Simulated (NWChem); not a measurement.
All runs are NWChem calculations. System: H₄AsSi, charge 0, spin multiplicity 2, at a geometry optimised with UB3LYP/def2-SVP. The structure started from a generated list of species. Its SCF solution wasn't tested for a lower state. Level: UHF/def2-TZVP.

Job file:

```
start mol
memory heap 200 mb stack 900 mb global 1100 mb
geometry units angstroms nocenter noautoz noautosym
  Si    -1.576404    -0.378769    -0.122326
  As     0.737825     0.187831     0.135607
  H     -2.431789     0.825096     0.117141
  H     -1.948152    -0.991839    -1.437220
  H      1.184361    -1.258406    -0.092941
  H      0.917005     0.529511    -1.349455
end
basis spherical
  * library def2-tzvp
end
scf
  uhf
  nopen 1
  maxiter 100
  thresh 1e-7
  semidirect memsize 60000000 filesize 0
  # guess.movecs holds the orbitals of an unrestricted PBE0 run
  vectors input guess.movecs output mol.movecs
end
task scf energy
```

Output (cleaned and shortened):

```
             Northwest Computational Chemistry Package (NWChem) 7.3.0
             --------------------------------------------------------

                                NWChem Input Module
                                -------------------

 Scaling coordinates for geometry "geometry" by  1.889725989
 (inverse scale =  0.529177249)

                             Geometry "geometry" -> ""
                             -------------------------

 Output coordinates in angstroms (scale by  1.889725989 to convert to a.u.)

  No.       Tag          Charge          X              Y              Z
 ---- ---------------- ---------- -------------- -------------- --------------
    1 Si                  14.0000    -1.57640400    -0.37876900    -0.12232600
    2 As                  33.0000     0.73782500     0.18783100     0.13560700
    3 H                    1.0000    -2.43178900     0.82509600     0.11714100
    4 H                    1.0000    -1.94815200    -0.99183900    -1.43722000
    5 H                    1.0000     1.18436100    -1.25840600    -0.09294100
    6 H                    1.0000     0.91700500     0.52951100    -1.34945500

 Effective nuclear repulsion energy (a.u.)     151.4872206147

            Nuclear Dipole moment (a.u.)
            ----------------------------
        X                 Y               Z
 ---------------- ---------------- ----------------
    -0.0000113384     0.0000359048    -0.0000151178


 Summary of "ao basis" -> "" (spherical)
 ------------------------------------------------------------------------------
       Tag                 Description            Shells   Functions and Types
 ---------------- ------------------------------  ------  ---------------------
 *                         def2-tzvp                  on all atoms

 Summary of "ao basis" -> "ao basis" (spherical)
 ------------------------------------------------------------------------------
       Tag                 Description            Shells   Functions and Types
 ---------------- ------------------------------  ------  ---------------------
 Si                        def2-tzvp                13       37   5s5p2d1f
 As                        def2-tzvp                16       48   6s5p4d1f
 H                         def2-tzvp                 4        6   3s1p

                                 NWChem SCF Module
                                 -----------------

  ao basis        = "ao basis"
  functions       =   109
  atoms           =     6
  alpha electrons =    26
  beta  electrons =    25
  charge          =   0.00
  wavefunction    = UHF
  use symmetry    = F
  symmetry adapt  = F

 Summary of "ao basis" -> "ao basis" (spherical)
 ------------------------------------------------------------------------------
       Tag                 Description            Shells   Functions and Types
 ---------------- ------------------------------  ------  ---------------------
 Si                        def2-tzvp                13       37   5s5p2d1f
 As                        def2-tzvp                16       48   6s5p4d1f
 H                         def2-tzvp                 4        6   3s1p

 Forming initial guess at       0.2s

 Starting SCF solution at       0.2s

 ----------------------------------------------
         Quadratically convergent UHF

 Convergence threshold     :          1.000E-07
 Maximum no. of iterations :          100
 Integral*density screening:          1.000E-09
 ----------------------------------------------

              iter       energy          gnorm     gmax       time
             ----- ------------------- --------- --------- --------
                 1    -2525.4082666661  7.25D-01  2.67D-01      5.7
                 2    -2525.4278608010  1.43D-01  2.99D-02      6.0
                 3    -2525.4298220271  9.73D-03  2.61D-03      6.9
                 4    -2525.4298719136  7.43D-05  1.94D-05      8.8
                 5    -2525.4298719184  9.55D-09  1.79D-09     12.1

       Final UHF  results
       ------------------

         Total SCF energy =  -2525.429871918416
      One electron energy =  -3820.672156139045
      Two electron energy =   1143.755063605882
 Nuclear repulsion energy =    151.487220614747

                       Sz =      0.5000
                 Sz(Sz+1) =      0.7500
                      S^2 =      0.7567

        Time for solution =     11.9s

          Final alpha eigenvalues
          -----------------------

              1
    1 -432.5717
    2  -68.7955
    3  -56.2974
    4  -50.1421
    5  -50.1420
    6  -50.1415
    7   -8.0189
    8   -6.1450
    9   -5.8736
   10   -5.8733
   11   -5.8704
   12   -4.2578
   13   -4.2478
   14   -4.2475
   15   -2.1069
   16   -2.1060
   17   -2.1031
   18   -2.1021
   19   -2.1002
   20   -0.8336
   21   -0.6917
   22   -0.5048
   23   -0.4970
   24   -0.4410
   25   -0.3725
   26   -0.3268
   27    0.1062
   28    0.1191
   29    0.1313
   30    0.1519
   31    0.1740
   32    0.2468
   33    0.2644
   34    0.2699
   35    0.2866
   36    0.2946

          Final beta eigenvalues
          ----------------------

              1
    1 -432.5717
    2  -68.7890
    3  -56.2973
    4  -50.1421
    5  -50.1419
    6  -50.1415
    7   -8.0188
    8   -6.1361
    9   -5.8737
   10   -5.8729
   11   -5.8704
   12   -4.2434
   13   -4.2433
   14   -4.2344
   15   -2.1065
   16   -2.1059
   17   -2.1031
   18   -2.1019
   19   -2.1001
   20   -0.8249
   21   -0.6506
   22   -0.4967
   23   -0.4886
   24   -0.4324
   25   -0.3645
   26    0.0359
   27    0.1213
   28    0.1276
   29    0.1373
   30    0.1708
[...]
    53      0.262808  2 As px                15     -0.232437  1 Si px
    87      0.165806  3 H  s                 99      0.164630  5 H  s
    56      0.154265  2 As px

 Vector   25  Occ=1.000000D+00  E=-3.725351D-01
              MO Center=  2.4D-01,  7.8D-02,  1.2D-01, r^2= 3.5D+00
   Bfn.  Coefficient  Atom+Function         Bfn.  Coefficient  Atom+Function
  ----- ------------  ---------------      ----- ------------  ---------------
    43      0.291091  2 As s                 55      0.274722  2 As pz
    42      0.262077  2 As s                 58      0.254258  2 As pz
    54      0.185189  2 As py                57      0.179829  2 As py
    56      0.171423  2 As px                53      0.169851  2 As px
    17     -0.168406  1 Si pz                49     -0.159843  2 As pz

 Vector   26  Occ=1.000000D+00  E=-3.268109D-01
              MO Center= -1.2D+00, -4.6D-01,  1.2D-01, r^2= 3.4D+00
   Bfn.  Coefficient  Atom+Function         Bfn.  Coefficient  Atom+Function
  ----- ------------  ---------------      ----- ------------  ---------------
    16      0.314975  1 Si py                17     -0.307996  1 Si pz
     5     -0.271351  1 Si s                 20     -0.223444  1 Si pz
    19      0.207432  1 Si py                53     -0.201068  2 As px
    56     -0.186727  2 As px                15      0.162138  1 Si px
     4     -0.151848  1 Si s

 Vector   27  Occ=0.000000D+00  E= 1.062033D-01
              MO Center= -9.5D-01, -2.8D-01, -1.5D-01, r^2= 7.5D+00
   Bfn.  Coefficient  Atom+Function         Bfn.  Coefficient  Atom+Function
  ----- ------------  ---------------      ----- ------------  ---------------
    43     -1.460723  2 As s                 18      1.390509  1 Si px
     5      1.201596  1 Si s                 56      1.185078  2 As px
    57      0.296755  2 As py                15      0.279012  1 Si px
    19      0.246615  1 Si py                58      0.202251  2 As pz
    53      0.156951  2 As px                94     -0.152937  4 H  s

 Vector   28  Occ=0.000000D+00  E= 1.191336D-01
              MO Center= -1.4D-01,  1.6D-02, -1.2D-01, r^2= 6.1D+00
   Bfn.  Coefficient  Atom+Function         Bfn.  Coefficient  Atom+Function
  ----- ------------  ---------------      ----- ------------  ---------------
    94      1.188558  4 H  s                106      1.186287  6 H  s
     5     -0.904886  1 Si s                 43     -0.903872  2 As s
    20      0.730851  1 Si pz                58      0.727140  2 As pz
    56     -0.321564  2 As px                19      0.313446  1 Si py
    18      0.230692  1 Si px               100      0.228950  5 H  s

 Vector   29  Occ=0.000000D+00  E= 1.312754D-01
              MO Center=  5.2D-01, -4.6D-01, -2.0D-02, r^2= 5.2D+00
   Bfn.  Coefficient  Atom+Function         Bfn.  Coefficient  Atom+Function
  ----- ------------  ---------------      ----- ------------  ---------------
   100      1.464005  5 H  s                 57      1.223501  2 As py
    43     -0.660305  2 As s                 88      0.630201  3 H  s
    19     -0.542674  1 Si py                56     -0.526553  2 As px
     5     -0.483891  1 Si s                106     -0.233874  6 H  s
    18      0.183067  1 Si px

                     UHF Final Beta Molecular Orbital Analysis
                     -----------------------------------------

 Vector   23  Occ=1.000000D+00  E=-4.886353D-01
              MO Center= -1.2D+00, -1.5D-01, -5.5D-01, r^2= 3.6D+00
   Bfn.  Coefficient  Atom+Function         Bfn.  Coefficient  Atom+Function
  ----- ------------  ---------------      ----- ------------  ---------------
    93      0.207930  4 H  s                 16     -0.187238  1 Si py
    17     -0.187080  1 Si pz                55     -0.176172  2 As pz
    87     -0.175826  3 H  s

 Vector   24  Occ=1.000000D+00  E=-4.323876D-01
              MO Center= -1.6D-01,  4.1D-02,  2.6D-02, r^2= 3.3D+00
   Bfn.  Coefficient  Atom+Function         Bfn.  Coefficient  Atom+Function
  ----- ------------  ---------------      ----- ------------  ---------------
    53      0.264458  2 As px                15     -0.222466  1 Si px
    55     -0.197277  2 As pz                43     -0.162016  2 As s
    99      0.155000  5 H  s                 56      0.152502  2 As px
    87      0.152215  3 H  s

 Vector   25  Occ=1.000000D+00  E=-3.644872D-01
              MO Center=  4.5D-01,  1.6D-01,  1.4D-01, r^2= 3.0D+00
   Bfn.  Coefficient  Atom+Function         Bfn.  Coefficient  Atom+Function
  ----- ------------  ---------------      ----- ------------  ---------------
    43      0.263835  2 As s                 53      0.252016  2 As px
    55      0.250845  2 As pz                42      0.246473  2 As s
    58      0.242437  2 As pz                56      0.238284  2 As px
    54      0.204733  2 As py                57      0.201832  2 As py
    15     -0.173700  1 Si px

 Vector   26  Occ=0.000000D+00  E= 3.588226D-02
              MO Center= -1.5D+00, -5.6D-01,  1.4D-01, r^2= 3.9D+00
   Bfn.  Coefficient  Atom+Function         Bfn.  Coefficient  Atom+Function
  ----- ------------  ---------------      ----- ------------  ---------------
    20      0.502675  1 Si pz                19     -0.456700  1 Si py
     5      0.342552  1 Si s                106      0.245341  6 H  s
     4      0.162119  1 Si s

 Vector   27  Occ=0.000000D+00  E= 1.212774D-01
              MO Center= -7.8D-01, -2.9D-01, -1.9D-01, r^2= 7.9D+00
   Bfn.  Coefficient  Atom+Function         Bfn.  Coefficient  Atom+Function
  ----- ------------  ---------------      ----- ------------  ---------------
    43      1.672087  2 As s                 18     -1.432344  1 Si px
     5     -1.285771  1 Si s                 56     -1.147760  2 As px
    57     -0.555431  2 As py               100     -0.367185  5 H  s
    15     -0.244023  1 Si px                19     -0.179338  1 Si py
    94      0.169381  4 H  s                 58     -0.154398  2 As pz

 Vector   28  Occ=0.000000D+00  E= 1.275735D-01
              MO Center=  1.5D-01, -2.6D-02, -2.4D-01, r^2= 6.1D+00
   Bfn.  Coefficient  Atom+Function         Bfn.  Coefficient  Atom+Function
  ----- ------------  ---------------      ----- ------------  ---------------
   106      1.153713  6 H  s                 43     -1.064940  2 As s
    94      1.026675  4 H  s                  5     -1.008889  1 Si s
   100      0.762676  5 H  s                 58      0.744778  2 As pz
    56     -0.594907  2 As px                20      0.524029  1 Si pz
    88      0.358395  3 H  s                  4     -0.250089  1 Si s

 center of mass
 --------------
 x =   0.15692686 y =   0.04547436 z =   0.06986848

 moments of inertia (a.u.)
 ------------------
          56.212083104850         -92.086215447320         -49.064700471447
         -92.086215447320         454.270618716711         -14.431576835916
         -49.064700471447         -14.431576835916         470.559661055518

  Mulliken analysis of the total density
  --------------------------------------

    Atom       Charge   Shell Charges
 -----------   ------   -------------------------------------------------------
    1 Si  14    13.88   2.00  0.59  1.39  0.86  0.51  4.12  1.73  0.50  1.45  0.50  0.08  0.14  0.02
    2 As  33    33.15   2.00  2.00  1.17  0.78  0.93  0.84  5.99  5.77  0.36  1.78  1.36  8.94  1.07  0.04  0.12  0.01
    3 H    1     1.03   0.23  0.56  0.23  0.01
    4 H    1     1.03   0.23  0.55  0.23  0.01
    5 H    1     0.96   0.22  0.54  0.18  0.01
    6 H    1     0.96   0.22  0.53  0.19  0.01

  Mulliken analysis of the alpha density
  --------------------------------------

    Atom       Charge   Shell Charges
 -----------   ------   -------------------------------------------------------
    1 Si  14     7.43   1.00  0.29  0.69  0.47  0.30  2.07  0.86  0.29  0.95  0.38  0.04  0.07  0.01
    2 As  33    16.57   1.00  1.00  0.58  0.39  0.47  0.42  3.00  2.88  0.18  0.89  0.67  4.47  0.53  0.02  0.06  0.01
    3 H    1     0.51   0.12  0.28  0.11  0.01
    4 H    1     0.52   0.12  0.28  0.11  0.01
    5 H    1     0.48   0.11  0.27  0.09  0.01
    6 H    1     0.49   0.11  0.27  0.10  0.01

   Mulliken analysis of the beta density
   -------------------------------------

    Atom       Charge   Shell Charges
 -----------   ------   -------------------------------------------------------
    1 Si  14     6.45   1.00  0.29  0.70  0.39  0.21  2.05  0.87  0.21  0.50  0.12  0.04  0.07  0.01
    2 As  33    16.58   1.00  1.00  0.58  0.39  0.46  0.42  3.00  2.88  0.18  0.89  0.69  4.47  0.53  0.02  0.06  0.01
    3 H    1     0.52   0.12  0.28  0.12  0.00
    4 H    1     0.51   0.12  0.27  0.12  0.00
    5 H    1     0.48   0.11  0.27  0.09  0.01
    6 H    1     0.47   0.11  0.26  0.09  0.01

   Mulliken analysis of the spin density
   -------------------------------------

    Atom       Charge   Shell Charges
 -----------   ------   -------------------------------------------------------
    1 Si  14     0.98   0.00  0.00 -0.00  0.09  0.09  0.02 -0.02  0.08  0.45  0.26 -0.00  0.01 -0.00
    2 As  33    -0.00   0.00  0.00  0.00 -0.00  0.00 -0.00  0.00  0.00  0.00 -0.00 -0.01  0.00 -0.00  0.00  0.01  0.00
    3 H    1    -0.01  -0.00 -0.00 -0.00  0.00
    4 H    1     0.01   0.00  0.00 -0.00  0.00
    5 H    1     0.00   0.00  0.00 -0.00 -0.00
    6 H    1     0.02   0.01  0.01  0.00  0.00

       Multipole analysis of the density wrt the origin
       ------------------------------------------------

     L   x y z        total         alpha         beta         nuclear
     -   - - -        -----         -----         ----         -------
     0   0 0 0     -0.000000    -26.000000    -25.000000     51.000000

     1   1 0 0     -0.049955      1.522624     -1.572568     -0.000011
     1   0 1 0     -0.108740      0.605726     -0.714502      0.000036
     1   0 0 1     -0.112768     -0.257977      0.145224     -0.000015

     2   2 0 0    -26.476306   -134.761491   -122.790981    231.076166
     2   1 1 0     -0.403549    -23.798993    -18.934539     42.329982
     2   1 0 1     -0.553414    -12.016851    -14.137561     25.600998
     2   0 2 0    -25.950229    -27.199213    -22.681700     23.930684
     2   0 1 1     -0.604022     -3.706297     -5.517436      8.619711
     2   0 0 2    -26.329891    -23.143889    -20.060448     16.874446

 Task  times  cpu:       12.1s     wall:       12.1s

 Total times  cpu:       12.2s     wall:       12.2s
```
